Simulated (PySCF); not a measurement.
**Bond curve of MoO**

Set-up: PySCF, scalar-relativistic core potentials, basis sets Mo cc-pVDZ-PP with ECP28, O cc-pVDZ. Energies in eV from Mo (4d5 5s1) + O in their ground configurations at the same level. All curves are PBE0. state 1: ⁵Π (quintet), unpaired electrons σ ↑, π ↑, δ ↑↑; state 2: ³Σ⁻ (triplet), unpaired electrons δ ↑↑, a second solution, started from another occupation; state 3: ³Δ (triplet), unpaired electrons σ ↑, δ ↑, a second solution, started from another occupation; state 4: Ms = 1 determinant of mixed spin (⟨S²⟩ near 3.0), unpaired electrons σ ↑, π ↓, δ ↑↑, a second solution, started from another occupation.

```
R (Å)  state 1  state 2  state 3  state 4
1.461   -2.985   -3.047   -3.069   -1.958
1.529   -4.075   -3.898   -3.903   -3.066
1.597   -4.681   -4.276   -4.268   -3.687
1.648   -4.895   -4.332   -4.314   -3.910
1.699   -4.954   -4.244   -4.214   -3.973
1.750   -4.892   -4.049   -4.003   -3.911
1.818   -4.679   -3.677   -3.601   -3.688
1.903   -4.298   -3.118   -2.982   -3.264
2.005   -3.806   -2.426   -2.186   -2.672
2.141   -3.195   -1.587   -1.189   -1.928
```

Problem. Put a parabola through the three lowest points of the state 1 curve and estimate Re, k and ωe (reduced mass 13.75 u; 1 eV/Å² = 0.16022 mdyn/Å; ωe = 1302.8·√(k/μ) cm⁻¹).

Solution. Through R = 1.648, 1.699, 1.75 Å the second-order coefficient is 23.3 eV/Å², so Re ≈ 1.698 Å, k ≈ 7.45 mdyn/Å and ωe ≈ 959 cm⁻¹. A polynomial fit of higher order to the unrounded PBE0 energies gives Re = 1.696 Å, k = 7.52 mdyn/Å, ωe = 963 cm⁻¹; anharmonicity and rounding make the difference.

The higher-order fit for each curve: state 1: Re = 1.696 Å, ωe = 963 cm⁻¹, De = 4.95 eV; state 2: Re = 1.640 Å, ωe = 1068 cm⁻¹, minimum 4.33 eV below the ground-state fragments; state 3: Re = 1.637 Å, ωe = 1085 cm⁻¹, minimum 4.32 eV below the ground-state fragments; state 4: Re = 1.697 Å, ωe = 976 cm⁻¹, minimum 3.97 eV below the ground-state fragments.

The metal atom is held in its measured ground configuration; semilocal functionals can put another filling of s and d lower by some tenths of an eV, and De to that atom would be smaller. ⟨S²⟩ of the unrestricted solution departs from its pure value on part of the curve, where spin states mix. These are scalar-relativistic numbers at best; spin–orbit coupling would shift them, the dissociation energy most. With d or f electrons several states lie close, and the lowest PBE0 determinant need not be the measured ground state.
